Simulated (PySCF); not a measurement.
C3H5BN2O, SMILES OB(/C=N\C#N)C.

Geometry optimised at PBE0-D3(BJ)/def2-SVP. The structure was generated by enumeration; whether it is a known compound was not checked. Other conformers were not sampled.

All values below come from PySCF with TDA-B3LYP/def2-SVPD.

Vertical excitations. Gas-phase values at a fixed geometry. State labels are in the subgroup Cs.

| state | symmetry | energy (eV) | λ (nm) | f | main pairs |
|---|---|---|---|---|---|
| S1 | A" | 3.11 | 398 | 0.000 | HOMO→LUMO 99 % |
| S2 | A" | 4.96 | 250 | 0.001 | HOMO−2→LUMO 98 % |
| S3 | A' | 5.54 | 224 | 0.250 | HOMO−1→LUMO 84 % |
| S4 | A" | 5.91 | 210 | 0.004 | HOMO−3→LUMO 92 % |
| S5 | A" | 6.26 | 198 | 0.002 | HOMO−5→LUMO 91 % |
| S6 | A' | 6.47 | 192 | 0.007 | HOMO→LUMO+1 98 % |
| S7 | A' | 6.58 | 188 | 0.033 | HOMO−4→LUMO 95 % |
| S8 | A" | 6.70 | 185 | 0.001 | HOMO−6→LUMO 97 % |
| S9 | A" | 6.88 | 180 | 0.000 | HOMO→LUMO+2 93 % |
| S10 | A" | 7.08 | 175 | 0.000 | HOMO−8→LUMO 96 % |
| T1 | A" | 2.56 | 484 | 0 | HOMO→LUMO 98 % |
| T2 | A' | 3.40 | 364 | 0 | HOMO−1→LUMO 94 % |
| T3 | A" | 4.63 | 268 | 0 | HOMO−2→LUMO 95 % |
| T4 | A" | 5.37 | 231 | 0 | HOMO−3→LUMO 95 % |
Triplets are in the Tamm–Dancoff approximation.
